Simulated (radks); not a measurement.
Question: Neutral zirconium: order these configurations by energy. Calculated with a radial shooting solver on a logarithmic mesh with Libxc functionals: scalar-relativistic Kohn-Sham, BLYP, spin-polarised, spherical densities, finite nucleus; Fermi nuclear charge, rms radius of each element as measured or else 0.836 A^(1/3) + 0.57 fm. Open shells are filled with parallel spins first. [Kr] 4d1 5s2 5p1; [Kr] 4d2 5s1 5p1; [Kr] 4d2 5s2; [Kr] 4d3 5s1.

Answer: From the lowest, in eV above it: [Kr] 4d2 5s2 0.000; [Kr] 4d3 5s1 0.279; [Kr] 4d2 5s1 5p1 2.305; [Kr] 4d1 5s2 5p1 3.205.
